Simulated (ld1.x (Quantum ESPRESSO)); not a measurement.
# An all-electron radial function and its pseudo partner (Zn (Z = 30))

Columns: radius, all-electron u(r) and pseudo u(r) of the 3d shell (level -15.06 eV) of zinc in the configuration [Ne] 3s2 3p6 3d10 4s1.5 4p0; LDA (PZ), scalar-relativistic, TM scheme, ld1.x (Quantum ESPRESSO) 7.5.

| r (bohr) | all-electron | pseudo |
| --- | --- | --- |
| 0.070 | 0.0547 | 0.0065 |
| 0.140 | 0.2428 | 0.0494 |
| 0.210 | 0.4807 | 0.1530 |
| 0.280 | 0.6962 | 0.3209 |
| 0.350 | 0.8589 | 0.5341 |
| 0.420 | 0.9641 | 0.7576 |
| 0.490 | 1.0194 | 0.9525 |
| 0.560 | 1.0362 | 1.0890 |
| 0.630 | 1.0257 | 1.1550 |
| 0.700 | 0.9970 | 1.1556 |
| 0.770 | 0.9572 | 1.1079 |
| 0.840 | 0.9109 | 1.0323 |
| 0.910 | 0.8616 | 0.9467 |
| 0.980 | 0.8115 | 0.8635 |
| 1.050 | 0.7619 | 0.7891 |
| 1.120 | 0.7138 | 0.7254 |
| 1.190 | 0.6676 | 0.6713 |
| 1.260 | 0.6238 | 0.6245 |
| 1.330 | 0.5824 | 0.5824 |
| 1.400 | 0.5435 | 0.5435 |
| 1.470 | 0.5070 | 0.5070 |
| 1.540 | 0.4728 | 0.4728 |
| 1.610 | 0.4409 | 0.4409 |
| 1.680 | 0.4111 | 0.4111 |
| 1.750 | 0.3834 | 0.3834 |
| 1.820 | 0.3575 | 0.3575 |

Question: How many radial nodes do the two functions have?

Answer: The all-electron 3d function has n − l − 1 = 0; the pseudo-wave has 0.

Question: At about which radius was the pseudo-wave matched?

Answer: 1.40 bohr, where the columns begin to agree (steps of 0.07 bohr).

Question: Is the pseudo-wave norm-conserving?

Answer: Yes: the TM scheme keeps the norm inside the radius equal to the all-electron one, which fixes the energy derivative of the logarithmic derivative at the level.
